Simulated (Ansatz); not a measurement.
B₆H₂⁻, relaxed as a doublet with UKS PBE0-D4/def2-SVPD in Ansatz, starting from the PBE0-D4/def2-SVP geometry of the neutral singlet. Force threshold 0.02 eV/Å.

The structure comes from a short search, and lower isomers may exist.

Start:

```xyz
8

B     1.913    0.347   -0.895
B     0.714    0.416    0.295
B    -1.913   -0.347    0.895
B    -0.513    0.374    1.263
B     0.513   -0.374   -1.263
B    -0.714   -0.416   -0.295
H     3.036    0.691   -1.113
H    -3.036   -0.691    1.113
```

(1) Estimate the energy that the relaxation releases and the steps that it takes.

(2) Does the start keep its bonding and symmetry?

(3) Predict the relaxed structure.

Results:

(1) 8.6 kJ/mol, in 5 steps; 16 s on 4 threads of Arm Neoverse V2 on a shared host. No frequencies were taken in this run, so the end may be a saddle point.

(2) By distances, no bond broke or formed. The bond that changes most is B3–B4, from 1.62 to 1.57 Å (atoms count from 1). Point group C2h at the start, C2h at the end, both within 0.05 Å.

(3) 
```xyz
8

B     1.9060    0.3361   -0.9126
B     0.7210    0.4094    0.2729
B    -1.9060   -0.3361    0.9126
B    -0.5355    0.3596    1.2509
B     0.5354   -0.3596   -1.2509
B    -0.7210   -0.4093   -0.2729
H     3.0373    0.6947   -1.1059
H    -3.0373   -0.6947    1.1059
```
Bond lengths: 9 × B–B 1.57 to 1.75 Å; 2 × B–H 1.20 Å.
